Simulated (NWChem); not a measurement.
System: CH5BrOSi; SMILES CO[SiH2]Br

```xyz
9

Si     0.9813    -0.5847     0.1058
Br    -0.1989     1.3062    -0.0280
O      0.0864    -1.8713    -0.4031
C     -1.1108    -2.3270     0.1718
H      2.1431    -0.4840    -0.8072
H      1.3786    -0.7279     1.5353
H     -0.9839    -2.5822     1.2394
H     -1.4304    -3.2334    -0.3628
H     -1.9123    -1.5729     0.0878
```
Atoms are numbered in this order, from 1.

All runs: NWChem. Pople sets run with spherical d functions. Structure relaxed at the PBE0/def2-SVP level. Ions are spin-unrestricted doublets at the neutral geometry; other ion states weren't tried.

Question: Predict the results for Hartree-Fock/6-31G*. Quantities: vertical ionisation energy, ΔSCF (eV); −ε(HOMO) (eV).

Answer: 
```json
{
  "vertical ionisation energy, ΔSCF (eV)": "10.08",
  "−ε(HOMO) (eV)": "11.30"
}
```
